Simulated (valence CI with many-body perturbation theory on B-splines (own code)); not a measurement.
**Mn¹⁸⁺ in brief**

Method: valence CI with perturbative core correlation (CI+MBPT): five valence electrons over a frozen Dirac-Fock core [He], a basis of 11 s, 11 p, 10 d, 8 f, 5 g, 2 h functions for each j, with the one-electron correlation potential Σ1, the two-electron term Σ2, the three-electron term Σ3, Breit, model QED; selected CI, second order for the rest, scaled by the run's own slope (own B-spline code, finite nucleus).

No measured spectrum was set against this ion. As an estimate, levels of excited configurations hold to 0.05 to 0.15 % of their energy, terms of the ground configuration to about 0.5 %. Among the levels kept, up to 5400 cm⁻¹ of a level comes from second order outside the variational space, and about a tenth of that is noise between levels of different J, which matters for small intervals.

Rates and lifetimes use the calculated energies. Strong lines usually hold to 10 to 20 %, long lifetimes can be off by a factor of two.

What is the ground level?

2s²2p³ ⁴S°_3/2, composition 91 % 2s²2p³ ⁴S° + 8 % 2s²2p³ ²P°, g = 1.929.

How well does LS coupling describe the low levels?

Among the lowest 20 levels the leading LS term, summed over configurations, holds 89 % on average. For single configurations the figures are 89 % in LS and 77 % in jj coupling. Terms mix most in the J = 3/2 level at 60.506 Ry, where the leading one holds 70 %.

Where does the other parity begin?

At 2s2p⁴ ⁴P_5/2, 6.463 Ry.

Name the longest-lived excited levels whose lifetime is computed, and their main decay.

2s²2p³ ²D°_5/2 at 1.485 Ry lives 1.13 ms, mostly by M1 to 2s²2p³ ⁴S°_3/2; 2s²2p³ ²D°_3/2 at 1.204 Ry lives 103 μs, mostly by M1 to 2s²2p³ ⁴S°_3/2; 2s²2p³ ²P°_1/2 at 2.213 Ry lives 41.0 μs, mostly by M1 to 2s²2p³ ⁴S°_3/2.

Among levels below 73.533 Ry, which E1 lines absorb most strongly from the ground level?

to 2s²2p²3d ⁴P_5/2 at 1.409 nm, f = 0.497; to 2s²2p²3d ⁴P_3/2 at 1.407 nm, f = 0.496; to 2s²2p²3d ⁴P_1/2 at 1.405 nm, f = 0.252.
